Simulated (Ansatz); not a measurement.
`[Cl][SnH]([Cl])[SeH]` + `N=C[SiH3]` → `N=C[SiH2][SeH]` + `[Cl][SnH2][Cl]`  (formal exchange of groups at the Se–Sn bond)

Calculated with Ansatz (gas phase, PBE0-D4/def2-TZVP geometries, no zero-point term in ΔE). CBS: MP2 limit from def2 TZ/QZ plus the TZ coupled-cluster correction, frozen cores. DFT in def2-TZVPP. B3LYP here is the variant with VWN-RPA as its local correlation; programs differ in this. Elements past krypton have def2 core potentials. For Se, Sn outer-core shells are correlated without core-valence functions, which leaves a few kJ/mol of doubt a bond. Scalar relativity is left out up to krypton. One conformer a species, not always the lowest.

```tsv
level	ΔE (kcal/mol)	difference from CCSD(T)/CBS
PBE-D4	3.0	-1.0
r2SCAN-D4	2.8	-1.2
ωB97M-V	2.6	-1.4
PBE	2.9	-1.1
r2SCAN	2.8	-1.2
B3LYP	3.8	-0.2
MP2/def2-TZVPP	3.0	-1.0
SCS-MP2/def2-TZVPP	3.2	-0.8
MP2/def2-QZVPP	3.9	-0.1
MP2/CBS(def2)	4.4	0.4
CCSD(T)/CBS	4.0	0
```

Largest T1 diagnostic among the species: 0.012.
